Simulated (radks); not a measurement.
The numbers below are computed, except where a source is named.
Ionisation of Pr+, [Xe] 4f3 6s1, to Pr2+, [Xe] 4f3, under several functionals. Scalar-relativistic Kohn-Sham, spin-unpolarised, spherical densities, point nucleus; a radial shooting solver on a logarithmic mesh with Libxc functionals. Known Delta-SCF values: exchange-only B88 10.099 eV; LDA (Slater exchange, Perdew-Wang correlation) 10.823 eV; SOGGA 10.442 eV. What does PW91 give, and what is its highest occupied eigenvalue?

Answer. 10.660 eV by Delta-SCF; the 4f eigenvalue is -7.096 eV. NIST: 10.63 eV (semi-empirical).

Beside tabulated values, note that spin-unpolarised runs miss the spin-polarisation part of the exchange energy of open shells.
